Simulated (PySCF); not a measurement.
## Ho³⁺: ionisation energy

Ho³⁺ [Xe] 4f10 [4f5/2^6 4f7/2^4, M_J = 8] → Ho⁴⁺ [Xe] 4f9 [4f5/2^6 4f7/2^3, M_J = 15/2], as a difference of total energies. Calculation: PySCF 2.14, in x2c-SVPall-2c (7s10p9d3f1g, 112 functions); the two-component X2C-1e Hamiltonian. Correlated levels: [Ar] 3d10 frozen; the 16 highest virtual spinors dropped. "Screened" scales the spin-orbit matrix elements by Boettger's factors to mimic the two-electron term; Breit and QED terms are absent.

```csv
method,ionisation energy (eV)
GHF (spin-free),39.273
GMP2 (spin-free),42.009
GHF (screened spin-orbit),39.236
GMP2 (screened spin-orbit),41.970
```

**Question.** How much does correlation contribute at GMP2 (screened spin-orbit)?

**Answer.** 41.970 − (39.236) = 2.734 eV, measured against GHF (screened spin-orbit).

The spin-free rows relax to the high-spin LS determinant and lack the spin-orbit shift.

Errors of the correlated levels include the incompleteness of this basis and the frozen core.

The labels give the starting determinants; with spin-orbit coupling the two ends relaxed to ⟨J²⟩ = 72.00, ⟨L²⟩ = 42.86, ⟨S²⟩ = 5.87 and ⟨J²⟩ = 63.77, ⟨L²⟩ = 30.76, ⟨S²⟩ = 8.56.

For comparison: 42.52 ± 0.08 eV (semi-empirical (NIST evaluation); NIST Atomic Spectra Database, ionization energies).
